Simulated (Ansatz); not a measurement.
Relaxation of F₄GeH₃P (9 atoms, charge 0, multiplicity 1), to a largest force component of 0.03 eV/Å in at most 50 steps.

All numbers below come from RKS BLYP-D4/def2-SVP in Ansatz 0.2.0.

```xyz
9
Properties=species:S:1:pos:R:3:forces:R:3
Ge 0.236 -0.058 -0.050 0.13 -0.05 -0.96
F 0.463 -0.031 1.641 0.33 -0.03 0.76
F 1.793 0.072 -0.786 0.01 -0.01 0.00
F -0.707 1.288 -0.587 0.01 -0.02 0.02
F -0.480 -1.545 -0.573 0.05 0.04 0.04
P -2.962 0.242 1.296 -0.56 0.01 0.08
H -2.658 -0.731 0.282 0.02 0.01 0.00
H -3.374 -0.787 2.222 0.00 0.03 -0.03
H -1.636 0.239 1.823 0.01 0.02 0.10
```

Q: Where does it end, and by what steps?

A: The forces met the threshold. The force dipped under the threshold on the way, but the program's further checks kept it going. After 6 steps the energy has fallen by 0.113 eV; H9 moved furthest, 0.35 Å.

| step | energy less start (eV) | largest force component (eV/Å) | accepted |
| --- | --- | --- | --- |
| 0 | 0.0000 | 0.963 | yes |
| 1 | -0.1000 | 0.420 | yes |
| 2 | -0.1069 | 0.150 | yes |
| 3 | -0.1030 | 0.354 | no |
| 4 | -0.1114 | 0.076 | yes |
| 5 | -0.1128 | 0.014 | yes |
| 6 | -0.1131 | 0.029 | yes |

```xyz
9
Properties=species:S:1:pos:R:3
Ge 0.409 -0.072 -0.138
F 0.703 -0.071 1.564
F 1.910 0.100 -0.974
F -0.624 1.249 -0.550
F -0.329 -1.562 -0.606
P -3.186 0.235 1.342
H -2.679 -0.719 0.386
H -3.621 -0.813 2.234
H -1.911 0.339 2.008
```

Whether the end is a true minimum wasn't checked by a vibrational analysis.

Time of the run: 11 s on 4 threads of Arm Neoverse V2, with other jobs on the host, peak memory 0.18 GiB.
